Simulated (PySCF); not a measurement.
How methods differ on the ionisation energy of P⁺

P⁺ [Ne] 3s2 3p2 [3p1/2^2, M_J = 0] → P²⁺ [Ne] 3s2 3p1 [3p1/2^1, M_J = 1/2], as a difference of total energies. Computed with PySCF 2.14 in x2c-TZVPall-2c, with the two-component X2C-1e Hamiltonian. Correlated levels: [Ne] frozen; the 6 highest virtual spinors dropped. "Screened" scales the spin-orbit matrix elements by Boettger's factors to mimic the two-electron term; Breit and QED terms are absent.

```tsv
method	ionisation energy (eV)
GHF (spin-free)	18.997
GMP2 (spin-free)	19.582
GHF (screened spin-orbit)	18.975
GMP2 (screened spin-orbit)	19.559
```

Q: How much does correlation contribute at GMP2 (screened spin-orbit)?

A: 19.559 − (18.975) = 0.584 eV, measured against GHF (screened spin-orbit).

Errors of the correlated levels include the incompleteness of this basis and the frozen core.

The labels give the starting determinants; with spin-orbit coupling the two ends relaxed to ⟨J²⟩ = 1.90, ⟨L²⟩ = 2.01, ⟨S²⟩ = 2.00 and ⟨J²⟩ = 0.97, ⟨L²⟩ = 2.06, ⟨S²⟩ = 0.77.

The determinant of P⁺ mixes levels of different J (the jj label is only the starting occupation), so the difference between spin-free and spin-orbit rows is not the physical spin-orbit shift.

For comparison: 19.769 eV (semi-empirical (NIST evaluation); NIST Atomic Spectra Database, ionization energies).
